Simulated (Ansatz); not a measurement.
Ansatz (an electronic-structure program) input (B3LYP-D3(BJ)/def2-TZVP):

Ansatz 0.2 input:
```yaml
crystal:
  periodic: [false, false, false]
  atoms:
    - {symbol: Ti, position_ang: [-0.00000000, 0.00000000, -0.00000000]}
    - {symbol: F, position_ang: [-1.51471230, -0.93382908, 0.02815765]}
    - {symbol: F, position_ang: [0.01926686, 1.64401253, -0.68120082]}
    - {symbol: F, position_ang: [1.49544544, -0.71018345, 0.65304317]}
basis:
  gaussian:
    orbitals: def2-TZVP
hamiltonian:
  xc: b3lyp
  dispersion: d3bj
magnetization: {spin_polarized: true, initial_magnetization: 1}
phonons: {temperatures: {t_min: 298.15, t_max: 298.15, t_step: 100}}
```

Output:

```
Functional definition: B3LYP
integrals: 0.05 GiB planned
931 factors; their error is unknown
mean field: 0.67 GiB planned
mean field evaluation 1: about -31269.3914 eV, gradient 4.7e1 eV
mean field evaluation 2: about -31184.3365 eV, gradient 1.9e2 eV
mean field evaluation 4: about -31275.4092 eV, gradient 8.1e0 eV
mean field evaluation 8: about -31275.6276 eV, gradient 2.1e-2 eV
mean field evaluation 16: about -31275.7533 eV, gradient 3.4e-5 eV
mean field -31275.75328022 eV, -1149.3627335810 hartree, gradient 3.4e-5 eV, S^2 0.751902; 2 other end points of the search recorded, 0 dependent functions left out
the calculation of the forces begins
reference -31275.75352419 eV, -1149.3627425469 hartree; 25, 24 occupied and 113, 114 virtual orbitals, 931 factors
these checks for a lower state are left out or cut short: stability, starts, cluster_reference, orbital_swaps, neighbouring_geometries, increment
integrals: 0.05 GiB planned
931 factors; their error is unknown
mean field: 0.67 GiB planned
mean field -31275.75319213 eV, -1149.3627303439 hartree, gradient 2.5e-6 eV, S^2 0.751902; 0 other end points of the search recorded, 0 dependent functions left out
the calculation of the forces begins
reference -31275.75343611 eV, -1149.3627393098 hartree; 25, 24 occupied and 113, 114 virtual orbitals, 931 factors
these checks for a lower state are left out or cut short: stability, starts, cluster_reference, orbital_swaps, neighbouring_geometries, increment
integrals: 0.05 GiB planned
931 factors; their error is unknown
mean field: 0.67 GiB planned
mean field evaluation 32: about -31275.7531 eV, gradient 1.1e-1 eV
mean field -31275.75319276 eV, -1149.3627303671 hartree, gradient 2.1e-6 eV, S^2 0.751902; 0 other end points of the search recorded, 0 dependent functions left out
the calculation of the forces begins
reference -31275.75343674 eV, -1149.3627393330 hartree; 25, 24 occupied and 113, 114 virtual orbitals, 931 factors
these checks for a lower state are left out or cut short: stability, starts, cluster_reference, orbital_swaps, neighbouring_geometries, increment
integrals: 0.05 GiB planned
931 factors; their error is unknown
mean field: 0.67 GiB planned
mean field -31275.75324018 eV, -1149.3627321098 hartree, gradient 2.8e-6 eV, S^2 0.751900; 0 other end points of the search recorded, 0 dependent functions left out
the calculation of the forces begins
reference -31275.75348414 eV, -1149.3627410751 hartree; 25, 24 occupied and 113, 114 virtual orbitals, 931 factors
these checks for a lower state are left out or cut short: stability, starts, cluster_reference, orbital_swaps, neighbouring_geometries, increment
integrals: 0.05 GiB planned
931 factors; their error is unknown
mean field: 0.67 GiB planned
mean field -31275.75326276 eV, -1149.3627329394 hartree, gradient 2.8e-6 eV, S^2 0.751904; 0 other end points of the search recorded, 0 dependent functions left out
the calculation of the forces begins
reference -31275.75350675 eV, -1149.3627419059 hartree; 25, 24 occupied and 113, 114 virtual orbitals, 931 factors
these checks for a lower state are left out or cut short: stability, starts, cluster_reference, orbital_swaps, neighbouring_geometries, increment
integrals: 0.05 GiB planned
931 factors; their error is unknown
mean field: 0.67 GiB planned
mean field -31275.75321767 eV, -1149.3627312825 hartree, gradient 1.9e-6 eV, S^2 0.751905; 0 other end points of the search recorded, 0 dependent functions left out
the calculation of the forces begins
reference -31275.75346168 eV, -1149.3627402496 hartree; 25, 24 occupied and 113, 114 virtual orbitals, 931 factors
these checks for a lower state are left out or cut short: stability, starts, cluster_reference, orbital_swaps, neighbouring_geometries, increment
integrals: 0.05 GiB planned
931 factors; their error is unknown
mean field: 0.67 GiB planned
mean field -31275.75317791 eV, -1149.3627298213 hartree, gradient 3.0e-6 eV, S^2 0.751899; 0 other end points of the search recorded, 0 dependent functions left out
the calculation of the forces begins
reference -31275.75342185 eV, -1149.3627387860 hartree; 25, 24 occupied and 113, 114 virtual orbitals, 931 factors
these checks for a lower state are left out or cut short: stability, starts, cluster_reference, orbital_swaps, neighbouring_geometries, increment
integrals: 0.05 GiB planned
931 factors; their error is unknown
mean field: 0.67 GiB planned
mean field evaluation 64: about -31275.7533 eV, gradient 4.7e-2 eV
mean field -31275.75327857 eV, -1149.3627335206 hartree, gradient 2.7e-6 eV, S^2 0.751902; 0 other end points of the search recorded, 0 dependent functions left out
the calculation of the forces begins
reference -31275.75352255 eV, -1149.3627424864 hartree; 25, 24 occupied and 113, 114 virtual orbitals, 931 factors
these checks for a lower state are left out or cut short: stability, starts, cluster_reference, orbital_swaps, neighbouring_geometries, increment
integrals: 0.05 GiB planned
931 factors; their error is unknown
mean field: 0.67 GiB planned
mean field -31275.75327800 eV, -1149.3627334995 hartree, gradient 2.6e-6 eV, S^2 0.751902; 0 other end points of the search recorded, 0 dependent functions left out
the calculation of the forces begins
reference -31275.75352198 eV, -1149.3627424655 hartree; 25, 24 occupied and 113, 114 virtual orbitals, 931 factors
Total energy: -31275.83661047 eV, -1149.3657959113 hartree
Atom 0 at     0.000000     0.000000     0.000000 Å, force    -0.000135    -0.000083     0.000003 eV/Å
Atom 1 at    -1.514712    -0.933829     0.028158 Å, force    -0.000016    -0.000010     0.000000 eV/Å
Atom 2 at     0.019267     1.644013    -0.681201 Å, force     0.000076     0.000046    -0.000001 eV/Å
Atom 3 at     1.495445    -0.710183     0.653043 Å, force     0.000075     0.000048    -0.000002 eV/Å
Dipole moment:    -0.000000    -0.000000     0.000000 e Å
Vibrations: 109.03 177.32 177.32 651.96 763.40 763.40 cm⁻¹, zero-point energy 0.163810 eV
```

The spin state was set by rule; other spins were not relaxed.
